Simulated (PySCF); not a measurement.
C₆ coefficients of unlike pairs at BLYP

Calculated with PySCF 2.14 from the dipole response of each species, C₆(A,B) = (3/π) ∫ α_A(iu) α_B(iu) du, in atomic units, from isotropic polarisabilities. For ions this is the dispersion term alone; charge-induced terms of lower order in 1/R come first.

```csv
species,configuration,basis,relativity,α (bohr³),C₆ (like pair)
Mg,[Ne] 3s2 (1S),def2-QZVPPD (9s5p5d2f),none,71.82,627.4
I⁺,[Kr] 4d10 5s2 5p4 (3P),def2-QZVPPD with the def2 core potential (28 electrons) (8s7p5d4f1g),core potential,20.69,179.0
S³⁺,[Ne] 3s2 3p1 (2P),aug-cc-pCVTZ-DK (8s7p5d3f),spin-free X2C,5.239,13.83
Ag²⁺,[Kr] 4d9 (2D),"x2c-QZVPPall with one added diffuse shell each of s, p, d, f, g type (14s9p8d5f3g)",spin-free X2C,6.314,32.90
```

(1) Estimate C₆ for Ag²⁺ with Mg.

No spin-orbit coupling is included.

The other pairs:

```
     pair     C₆
  S³⁺, Mg  74.68
Ag²⁺, S³⁺  20.52
  S³⁺, I⁺  49.61
   I⁺, Mg  281.4
 Ag²⁺, I⁺  72.79
```

Results:

(1) The integral gives 97.33. The combination rule 2 C_A C_B / (C_A α_B/α_A + C_B α_A/α_B) gives 96.15 and the geometric mean 143.7.
